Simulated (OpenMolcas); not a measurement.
Re2+ among 4 point charges of -1.5 e arranged as a square (D4h), 2.44 Å from the ion.
```
   2.4400    0.0000    0.0000  -1.50
   0.0000    2.4400    0.0000  -1.50
  -2.4400    0.0000    0.0000  -1.50
   0.0000   -2.4400    0.0000  -1.50
```

```
Program             : OpenMolcas 26.06
Method              : SS-CASPT2, IPEA 0.25 Eh, imaginary shift 0.1 Eh (closed shells correlated: 5s 5p)
Basis               : ANO-RCC-VDZP [7s6p4d2f1g]
Scalar Hamiltonian  : DKH2, point nucleus
Active space        : 5 electrons in 5 orbitals (5d)
State averaging     : 2S+1 = 6 even, 1 root; 2S+1 = 4 even, 24 roots; 2S+1 = 2 even, 75 roots
Spin-orbit coupling : state interaction with AMFI integrals over the reference wave functions
```

**Question.** What is the spin-free ground state (labels of D4, the rotations of D4h)?

**Answer.** 6A1, 1-fold in its orbital part, 100 % from free-ion S terms; it has the highest spin that d5 allows.

**Question.** What are the lowest two levels with spin-orbit coupling?

**Answer.** A 2-fold level E1/2 with g = 1.88, 5.69, 5.69, then a 2-fold level E3/2 410 cm-1 above it. Their leading multiplicities are 6 (80 %) and 6 (86 %).

**Question.** What is χT at 300 K?

**Answer.** 3.50 cm3 K/mol.

This shell can be high or low spin here, a state of another spin lies low, and with metal d orbitals alone active their balance is uncertain, so the ground spin may be wrong. Point charges give a weaker field than real ligands, and real ions of this kind are as a rule low spin; the high spin found here belongs to the model. Free-ion shares, where given, are those of the reference states; single-state CASPT2 does not remix them. This is an electrostatic model: the charges have no orbitals. No measured value stands beside these numbers.
